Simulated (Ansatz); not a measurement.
Total energies of the cluster AgSn₂ (the lowest doublet isomer of a short search) from Ansatz at PBE-D4/def2-TZVP, gas phase (1 Eh = 27.2114 eV = 2625.5 kJ/mol). The reference geometry is relaxed at PBE-D4/def2-TZVP.

```xyz
3

Ag    1.4365    0.6955   -0.0088
Sn   -0.3927   -1.0050    1.2095
Sn   -1.0438    0.3095   -1.2006
```

| state | geometry | energy (Eh) |
| --- | --- | --- |
| charge 0 doublet | reference | -575.66882 |
| charge 1 triplet | reference | -575.42618 |
| charge 0 quartet | relaxed at PBE-D4/def2-TZVP | -575.63517 |
| free Ag atom (doublet) | – | -146.98341 |
| free Sn atom (triplet) | – | -214.24935 |

In the def2 sets Ag, Sn take a core potential; there is no spin–orbit coupling.

Q: Work out the vertical ionisation energy to the triplet.

A: E(charge 1 triplet) − E(charge 0 doublet) = -575.42618 − (-575.66882) = 0.24264 Eh = 6.60 eV. For comparison, −ε of the highest occupied level of the spin that leaves is 4.21 eV at this level, 2.39 eV less.

Q: Which of the charge 0 states is lowest, and how far above it are the others?

A: The doublet. quartet: -575.63517 − (-575.66882) = 0.03365 Eh = 88.3 kJ/mol.

Q: What is the binding energy per atom against free atoms?

A: Atoms: 1 × (-146.98341) + 2 × (-214.24935) = -575.48211 Eh. Binding: -575.48211 − (-575.66882) = 0.18671 Eh = 5.08 eV, or 1.69 eV for each of 3 atoms (no zero-point energy, no counterpoise term).

The structure comes from a short search, and lower isomers may exist.
